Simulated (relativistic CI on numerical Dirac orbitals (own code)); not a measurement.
## Mn⁵⁺: M2,3 absorption edge

Computed with this model: Dirac-Coulomb-Breit CI, separate exchange-only KLI orbitals for each configuration, model QED, valence Slater integrals scaled by 0.7, multiplet model of core-to-valence dipole absorption; configurations [Ar] 3d2 → [Ne] 3s2 3p5 3d3; 300 K; Lorentzian 0.8 eV and Gaussian 0.3 eV FWHM. Energies are those of the free ion, without screening or charge transfer. The branching ratio is the share of the lower-energy edge in the whole absorption, uncertain by about 0.02 where the edges overlap. S is read from ⟨S²⟩ = S(S + 1).

Field parameters in Wybourne normalisation: D4h B²₀ = −7Ds, B⁴₀ = 21(Dq − Dt), B⁴₄ = 21√(5/14) Dq; Oh B⁴₀ = 21Dq, B⁴₄ = √(5/14) B⁴₀. The field is a parameter set, without covalency.

Computed curve for D4h, 10Dq = 39250, Ds = -620, Dt = -620 cm⁻¹, scaled to 100 at the maximum (points under 2 are left out and the grid is thinned):

```tsv
Energy (eV)	Intensity
47.1	2.2
47.6	4.0
48.0	4.2
48.5	3.9
48.9	5.3
49.4	9.8
49.9	11.6
50.3	9.4
50.8	8.4
51.2	8.6
51.7	7.9
52.2	8.5
52.6	9.6
53.1	8.0
53.6	8.9
54.0	10.6
54.5	11.4
54.9	14.4
55.4	15.1
55.9	14.3
56.3	11.8
56.8	7.4
57.2	7.0
57.7	9.0
58.2	11.8
58.6	14.5
59.1	21.3
59.5	30.1
60.0	44.6
60.5	70.2
60.9	79.3
61.4	65.2
61.9	82.8
62.3	80.2
62.8	50.7
63.2	47.5
63.7	71.8
64.2	49.6
64.6	27.4
65.1	22.2
65.5	30.5
66.0	66.4
66.5	100.0
66.9	75.4
67.4	34.2
67.8	21.7
68.3	12.6
68.8	9.9
69.2	10.1
69.7	6.5
70.2	5.4
70.6	6.9
71.1	13.8
71.5	13.2
72.0	6.2
72.5	5.5
72.9	8.6
73.4	8.6
73.8	4.4
74.3	2.2
```

The ground state has S = 1.00, and the centroid lies at 62.43 eV.
